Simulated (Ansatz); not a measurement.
Reaction (substitution at a C–C bond): `CCC(CC)C(C)C` + `OC1N[SiH2]1` → `CN1[SiH2]C1O` + `CCC(C)C(C)C`

Computed with Ansatz on PBE0-D4/def2-TZVP structures; ΔE is electronic, products minus reactants. CCSD(T)/CBS adds triple-zeta CCSD(T) − MP2 to the extrapolated MP2 energy (def2 sets, frozen cores). DFT in def2-TZVPP. B3LYP here is the variant with VWN-RPA as its local correlation; programs differ in this. One conformer a species, not always the lowest.

| level | ΔE (kJ/mol) | difference from CCSD(T)/CBS |
| --- | --- | --- |
| r2SCAN-D4 | 9.7 | -6.0 |
| PBE0-D4 | 8.9 | -6.8 |
| B3LYP-D4 | 5.8 | -9.9 |
| ωB97M-V | 15.2 | -0.5 |
| B2PLYP | 7.2 | -8.5 |
| PBE | 2.6 | -13.1 |
| PBE0 | 6.6 | -9.1 |
| B3LYP | 2.1 | -13.6 |
| HF/def2-TZVPP | 4.8 | -10.9 |
| SCS-MP2/def2-TZVPP | 12.2 | -3.5 |
| CCSD(T)/def2-TZVPP | 14.6 | -1.1 |
| MP2/def2-QZVPP | 15.5 | -0.2 |
| SCS-MP2/def2-QZVPP | 12.9 | -2.8 |
| HF/CBS(def2) | 4.6 | -11.1 |
| MP2/CBS(def2) | 16.1 | 0.4 |
| CCSD/CBS(def2) | 15.5 | -0.2 |
| CCSD(T)/CBS | 15.7 | 0 |

Largest T1 diagnostic among the species: 0.013.

In def2-TZVPP, CCSD(T) changes the Hartree–Fock value by +9.8 kJ/mol (the triples alone add +0.2 kJ/mol) and MP2 by +10.1 kJ/mol. The D4 term adds +3.7 kJ/mol with B3LYP and +2.3 kJ/mol with PBE0; it sums over pairs of atoms, weighted by their polarisabilities, and B3LYP, whose exchange is more repulsive, gets the larger term.
